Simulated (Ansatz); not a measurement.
Reaction (redistribution): `[F][Sc]([O][SiH3])[O][SiH3]` + `[F][Ga]([Cl])[Cl]` → `[SiH3][O][Sc]([Cl])[O][SiH3]` + `[F][Ga]([F])[Cl]`

Gas-phase electronic energies from Ansatz, PBE0-D4/def2-TZVP geometries. CCSD(T)/CBS adds triple-zeta CCSD(T) − MP2 to the extrapolated MP2 energy (def2 sets, frozen cores). For Ga, Sc outer-core shells are correlated without core-valence functions, which leaves a few kJ/mol of doubt a bond. Scalar relativity is left out up to krypton. One conformer a species, not always the lowest.

| species | CCSD(T)/CBS(def2) energy (Eh) |
| --- | --- |
| `[F][Sc]([O][SiH3])[O][SiH3]` | -1592.38757 |
| `[F][Ga]([Cl])[Cl]` | -2943.43698 |
| `[SiH3][O][Sc]([Cl])[O][SiH3]` | -1952.37357 |
| `[F][Ga]([F])[Cl]` | -2583.43598 |

(1) Work out ΔE.

Largest T1 diagnostic among the species: 0.015.

## Answers

(1) ΔE = (-1952.37357) + (-2583.43598) − (-1592.38757) − (-2943.43698) = 0.01500 Eh = +39.4 kJ/mol.

Leaving LDA and LC-ωPBE aside and taking each functional with its dispersion term where it has one, the values, not all of them listed here, spread over 6.7 kJ/mol, from B97M-V to PBE-D4. In def2-TZVPP, CCSD(T) changes the Hartree–Fock value by +4.5 kJ/mol (the triples alone add −0.1 kJ/mol) and MP2 by +4.5 kJ/mol. From BLYP to BHLYP (50 % exact exchange), in def2-TZVPP and without D4, ΔE moves by −4.0 kJ/mol.
